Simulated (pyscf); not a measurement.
F–SiH•–SiH₂–F (SMILES F[SiH][SiH2]F), doublet

Gas-phase minimum from PySCF at ωB97X-D3(BJ)/def2-SVP, one conformer. F–SiH•–SiH₂–F lies 9.8 kcal/mol over its isomer F–SiH(F)–SiH₂• (electronic energy, ωB97M-D3(BJ)/def2-TZVP). 

SMILES: F[SiH][SiH2]F
```xyz
7

F      1.8009     0.7799    -2.0209
Si     0.6948     1.5743    -1.1068
Si    -1.1062     0.1283    -0.7512
F     -2.1679     0.9651     0.1665
H      1.3741     1.9998     0.1568
H     -1.7577    -0.2349    -2.0376
H     -0.7265    -1.1106    -0.0150
```
Charge 0, spin multiplicity 2.

Bonds (Å): F1–Si2 1.640, Si2–Si3 2.337, Si2–H5 1.496, Si3–F4 1.634, Si3–H6 1.487, Si3–H7 1.490. Angles (°): F1–Si2–Si3 107.8, F1–Si2–H5 107.6, Si3–Si2–H5 113.4, Si2–Si3–F4 105.6, Si2–Si3–H6 110.9, Si2–Si3–H7 113.2, F4–Si3–H6 109.0, F4–Si3–H7 108.3, H6–Si3–H7 109.6.

Properties at ωB97X-D3(BJ)/def2-SVP:

```
Property                                                                                                                                                                                          Value
---------------------------------------------------------------------------------------------------------------------  --------------------------------------------------------------------------------
Harmonic wavenumbers, unscaled                                                                                         48, 108, 217, 405, 469, 635, 729, 780, 850, 874, 922, 967, 2218, 2256, 2278 cm⁻¹
Zero-point energy                                                                                                                                                                         19.7 kcal/mol
Rotational symmetry number                                                                                                                                                                            1
Entropy of this conformer at 298 K and 1 atm, rigid rotor and harmonic oscillator, modes under 100 cm⁻¹ raised to 100                                                                   331.6 J/(mol K)
Dipole moment                                                                                                                                                                                    0.14 D
Spin expectation value S2                                                                                                                                                                         0.752
```

Single-point totals, which compare only within one level (frozen core for MP2 and CC):

```json
[
 {"level": "ωB97X-D3(BJ)/def2-TZVP", "total energy (hartree)": "-780.70519"},
 {"level": "PBE/def2-TZVP", "total energy (hartree)": "-780.15499"},
 {"level": "r²SCAN/def2-TZVP", "total energy (hartree)": "-780.51386"},
 {"level": "B3LYP-D3(BJ)/def2-TZVP", "total energy (hartree)": "-780.70195"},
 {"level": "PBE0-D3(BJ)/def2-TZVP", "total energy (hartree)": "-780.21496"},
 {"level": "M06-2X/def2-TZVP", "total energy (hartree)": "-780.53378"},
 {"level": "ωB97M-D3(BJ)/def2-TZVP", "total energy (hartree)": "-780.75792"},
 {"level": "UHF/def2-TZVPP", "total energy (hartree)": "-778.68208"},
 {"level": "MP2/def2-TZVPP", "total energy (hartree)": "-779.39936"},
 {"level": "CCSD/def2-TZVPP", "total energy (hartree)": "-779.43080"},
 {"level": "CCSD(T)/def2-TZVPP", "total energy (hartree)": "-779.45341"}
]
```

The lowest mode is so soft that the shape along it may change with the basis. Soft torsions are taken as harmonic, which can shift the entropy by several J/(mol K). The CCSD(T) − MP2 part came from Ansatz, without density fitting, on the same reference.
